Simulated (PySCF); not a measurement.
Computed shifts of a molecule C₂H₅ClOSi₂, PBE/pcSseg-1 in PySCF, GIAO, gas phase, atoms alike by connectivity averaged where their shifts nearly agree, in ppm (number of nuclei): ²⁹Si: -43.4 (1), -49.0 (1). ¹³C: 122.4 (1), 113.3 (1). ¹H: 5.61 (2), 5.57 (1), 5.24 (1), 1.10 (1). References: ¹⁷O against H2O (σ = 334.3 ppm); ²⁹Si against TMS (σ = 335.4 ppm); ¹³C against TMS (σ = 182.0 ppm); ³⁵Cl against HCl (σ = 936.5 ppm); ¹H against TMS (σ = 31.49 ppm), references at their B3LYP-D3(BJ)/def2-TZVP geometries, non-relativistic (without spin–orbit terms, shifts of atoms bonded to Cl or Br come out too high). Geometry: B3LYP-D3(BJ)/def2-SVP. One conformer was computed; it need not be the lowest.

Q: Which structure fits?
A) O[SiH2]C#C[SiH2]Cl
B) Cl[SiH2]C1=C[SiH2]O1
C) C#C[SiH2]O[SiH2]Cl
D) Cl[Si@@H]1OC=C[SiH2]1

A: A, O[SiH2]C#C[SiH2]Cl
